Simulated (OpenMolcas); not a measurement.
S2+: Slater's ratio, the spin-orbit constant, worked from levels

| Property | Result |
| --- | --- |
| Program | OpenMolcas 26.06 |
| Basis | ANO-R3 [6s5p4d3f1g] |
| Scalar Hamiltonian | X2C, finite nucleus |
| Active space | 4 electrons in 4 orbitals (3s 3p) |
| State averaging | 2S+1 = 3 even, 6 roots; 2S+1 = 1 even, 12 roots; 2S+1 = 5 odd, 1 root; 2S+1 = 3 odd, 9 roots; 2S+1 = 1 odd, 8 roots |
| Spin-orbit coupling | state interaction with AMFI integrals over the reference wave functions, term energies averaged over their components |

Methods: CASSCF; MS-CASPT2, IPEA 0.25 Eh, imaginary shift 0.1 Eh (closed shells correlated: 2s 2p). Measured levels: NIST levels in Podobedova, Kelleher and Wiese, J. Phys. Chem. Ref. Data 38, 171 (2009).

**Slater's ratio.** With one set of orbitals, p2 has 1D - 3P = 6 F2 and 1S - 1D = 9 F2 (F2 = F²/25), a ratio of 3/2. Term energies are centres of gravity, weighted by 2J + 1.

```
   Source  1D - 3P  1S - 3P  F2 from the first  Ratio
   CASSCF    13780    25351               2297  0.840
MS-CASPT2    10092    25011               1682  1.478
 measured    10760    26599               1793  1.472
```

Energies in cm-1. A ratio away from 3/2 shows effects beyond one configuration with one set of orbitals, and in heavier atoms second-order spin-orbit shifts. In CASSCF the valence s occupation is 1.90 in 1S against 1.97 in 1D: mixing out of s² acts most on 1S and pulls it down.

**The spin-orbit constant.** For the Hund term 3P of p2, E(J) = (A/2) J(J+1) + constant and ζ = 2S·A = 2A. From J = 0 to J = 2 the energy changes by 3 A.

```
   Source  E(2) - E(0)      A    ζ
   CASSCF        754.5  251.5  503
MS-CASPT2        756.6  252.2  504
 measured        833.1  277.7  555
```

All in cm-1. MS-CASPT2 is off by -9.2 % and CASSCF by -9.4 %. Both methods take the spin-orbit matrix elements from the reference wave functions, so the second can move ζ only through the term energies and any multistate remixing. Second-order mixing with other terms is absorbed into this ζ.

Term energies are means over components that CASPT2 splits; among the terms shown or strongly mixed into the levels shown the widest spread is 50 cm-1 (3s2 3p2 1D, MS-CASPT2). Over all roots computed the reference weight is 0.84 to 0.98 in MS-CASPT2; the roots of lowest weight are the least certain, and an intruder state may touch them. Measured partners are found by configuration, term and J. A level has none where our copy of the source lacks it or the pairing is in doubt (some pairs that miss far off the trend of their configuration count as doubtful), and it then counts in no deviation. Only configurations of the active space appear.
